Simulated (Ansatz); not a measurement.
Reaction (ligand exchange at the Si–O bond): `[F][GeH2][O][SiH3]` + `[OH][In]([SH])[Cl]` → `[SiH3][O][In]([SH])[Cl]` + `[OH][GeH2][F]`

Computed with Ansatz on PBE0-D4/def2-TZVP structures; ΔE is electronic, products minus reactants. CCSD(T)/CBS adds triple-zeta CCSD(T) − MP2 to the extrapolated MP2 energy (def2 sets, frozen cores). DFT in def2-TZVPP. B3LYP here is the variant with VWN-RPA as its local correlation; programs differ in this. def2 core potentials past Kr. For Ge, In outer-core shells are correlated without core-valence functions, which leaves a few kJ/mol of doubt a bond. Scalar relativity is left out up to krypton. One conformer a species, not always the lowest.

`[F][GeH2][O][SiH3]`:

Z-matrix (Å, degrees):
```
Ge
O 1 1.752
F 1 1.735 2 106.4
H 1 1.532 2 110.5 3 -115.0
H 1 1.527 2 107.7 3 115.2
Si 2 1.642 1 135.5 3 55.0
H 6 1.489 2 110.4 1 32.0
H 6 1.484 2 107.8 1 151.5
H 6 1.484 2 110.6 1 -88.7
```

`[OH][In]([SH])[Cl]`:

Cartesian coordinates in Å:
```
O 1.364 0.393 1.463
In 0.032 -0.020 0.077
S -0.139 1.197 -1.927
Cl -1.387 -1.804 0.530
H 1.288 -0.199 2.216
H -1.158 0.432 -2.358
```

`[SiH3][O][In]([SH])[Cl]`:

```xyz
9

Si   -1.361    0.935   -0.799
O     0.093    0.275   -0.451
In    0.861   -0.887    0.932
S     3.140   -1.440    0.803
Cl   -0.574   -1.614    2.583
H    -1.284    2.417   -0.684
H    -1.746    0.582   -2.192
H    -2.421    0.444    0.126
H     3.291   -0.712   -0.318
```

`[OH][GeH2][F]`:

Cartesian coordinates in Å:
```
O -0.618 -1.230 -0.039
Ge 0.128 0.354 -0.218
F -0.427 1.350 1.094
H -0.316 -1.712 0.735
H 1.653 0.296 -0.058
H -0.420 0.942 -1.515
```

| level | ΔE (kJ/mol) | difference from CCSD(T)/CBS |
| --- | --- | --- |
| PBE-D4 | 1.1 | 3.4 |
| PBE0-D4 | -0.6 | 1.7 |
| B3LYP-D4 | 0.6 | 2.9 |
| ωB97X-V | -0.7 | 1.6 |
| ωB97M-V | -0.8 | 1.5 |
| PBE | 1.4 | 3.7 |
| PBE0 | -0.2 | 2.1 |
| B3LYP | 1.0 | 3.3 |
| MP2/def2-TZVPP | -2.2 | 0.1 |
| SCS-MP2/def2-TZVPP | -1.9 | 0.4 |
| CCSD/def2-TZVPP | -2.1 | 0.2 |
| CCSD(T)/def2-TZVPP | -2.2 | 0.1 |
| SCS-MP2/def2-QZVPP | -1.9 | 0.4 |
| HF/CBS(def2) | -2.1 | 0.2 |
| MP2/CBS(def2) | -2.4 | -0.1 |
| CCSD/CBS(def2) | -2.2 | 0.1 |
| CCSD(T)/CBS | -2.3 | 0 |

Largest T1 diagnostic among the species: 0.015.
